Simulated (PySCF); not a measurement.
Compound: C7H10FP.
Cartesian coordinates in Å at the PBE0-D3(BJ)/def2-SVP level; atoms count from 1:
```xyz
19
C7H10FP angstrom
C     -2.5905    1.3805    0.0216
C     -2.3087    0.1135   -0.2939
C     -1.0697   -0.3372   -0.9872
P      0.0033   -1.3924    0.1332
C      1.5550   -1.3714   -0.9342
C      2.2874   -0.1098   -0.5978
C      1.8301    0.5369    0.4776
F      2.3839    1.6494    0.9571
C      0.6599   -0.0163    1.2187
H     -3.5100    1.6479    0.5485
H     -1.9148    2.1988   -0.2491
H     -3.0137   -0.6753   -0.0015
H     -1.3223   -0.9861   -1.8441
H     -0.4864    0.5185   -1.3660
H      2.1633   -2.2673   -0.7172
H      1.2711   -1.4411   -1.9983
H      3.1588    0.2392   -1.1574
H      0.9597   -0.3977    2.2100
H     -0.1227    0.7422    1.3909
```

NICS is the negative of the GIAO shielding at a point without a nucleus: at the ring centre (0) and 1 Å above and below it (1); zz is the component along the ring normal. Level: GIAO KT2/pcSseg-1 (PySCF, non-relativistic, gas phase) on the PBE0-D3(BJ)/def2-SVP geometry, one conformer.

Ring bond lengths (Å): P4–C5 1.884, C5–C6 1.497, C6–C7 1.336, C7–C9 1.491, C9–P4 1.872.

Task: Give the NICS values of each ring in ppm.

Result: 
```
          ring                                                     type  NICS(0)  NICS(1), two faces  NICS(1)zz, two faces  rms pucker (Å)  centre to ring atoms, mean (Å)
P4–C5–C6–C7–C9  5-membered ring with P; formal bonds 1 double, 4 single     -5.3         -2.9 / -3.6           -2.7 / -2.9            0.08                            1.36
```

Task: What do they say, and how far can they be read as aromaticity?

Result: 
- P4–C5–C6–C7–C9: mean NICS(1)zz -2.8 ppm, near zero. C5, C9 have four or more neighbours, so the value isn't read as a sign of a π ring current.

Task: What is the mean of the two in-plane components of NICS at the second NICS(1) probe listed for ring P4–C5–C6–C7–C9, 1 Å off the ring?

Result: The isotropic value is a third of the trace: (3 × -3.6 − (-2.9))/2 = -4.0 ppm.

Task: Give the inner angles of the rings.

Result: 
- P4–C5–C6–C7–C9: P4 91.8°, C5 106.6°, C6 114.9°, C7 119.3°, C9 105.1°; sum 537.6° against 540° for a flat convex ring.

Task: How do the values depend on the level or the medium?

Result: 
```
                                   level  NICS(0), P4–C5–C6–C7–C9  mean NICS(1)zz, P4–C5–C6–C7–C9
                       KT2/pcSseg-1, gas                     -5.3                            -2.8
                      PBE0/pcSseg-1, gas                     -5.2                            -2.8
     PBE0/pcSseg-1, IEF-PCM acetonitrile                     -5.2                            -2.7
PBE0/pcSseg-1, IEF-PCM dimethylsulfoxide                     -5.2                            -2.7
```

The geometry is the same throughout; the continuum's cavity takes Bondi-type radii × 1.2.
